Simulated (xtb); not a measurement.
Job for xtb: GFN1-xTB on FGeHO (SMILES [OH][Ge][F]), a point of a torsion scan.

```
$ xtb mol.xyz --gfn 1 --sp --chrg 0 --uhf 0
4

O     -0.92511218     0.19666143     0.20964647
Ge     0.62690201     0.90292970    -0.13623730
F      1.47581718    -0.63599836    -0.70594813
H     -1.38720619    -0.54909566    -0.16811946
```

Task: What total energy does the run end on?

Result: -12.0671 hartree.
